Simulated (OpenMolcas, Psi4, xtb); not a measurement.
## CH5FOSn (SMILES FC[O][SnH3]): the dipole moment, rung by rung

CH5FOSn: 9 atoms, total charge 0, spin state singlet. As SMILES, `FC[O][SnH3]`. Geometry: relaxed at PBE0-D4/def2-TZVP. This is one conformer, not always the lowest.

```xyz
9

F    -0.5968    1.7542    0.0315
C    -1.2915    0.5661    0.2778
O    -0.7360   -0.4634   -0.4050
Sn    1.2393   -0.7015   -0.3197
H    -1.2588    0.4340    1.3693
H    -2.3191    0.7246   -0.0661
H     1.6901   -0.3903    1.2948
H     1.4078   -2.3331   -0.7653
H     1.9535    0.3631   -1.4344
```

Quantity: the dipole moment, in D. The values are calculated.

| level | kind | program | value (D) | CPU time |
| --- | --- | --- | --- | --- |
| GFN2-xTB | semi-empirical | xtb | 1.66 | under 2 s |
| HF/def2-SVP (core potential) | Hartree–Fock | OpenMolcas | 1.90 | 7.7 s |
| SVWN5/def2-SVP (core potential) | LDA | OpenMolcas | 1.51 | 19 s |
| BLYP/def2-SVP (core potential) | GGA | OpenMolcas | 1.46 | 27 s |
| TPSS/def2-SVP (core potential) | meta-GGA | OpenMolcas | 1.46 | 34 s |
| M06-2X/def2-SVP (core potential) | hybrid meta-GGA | OpenMolcas | 1.72 | 32 s |
| wB97X-D/def2-SVP (density fitting, core potential) | range-separated hybrid | Psi4 | 1.69 | 10 s |

The values span 1.46 to 1.90 D. Magnitudes only. Times are those of the runs behind each value, whatever else they computed, on shared processors of several kinds: orders of magnitude only.
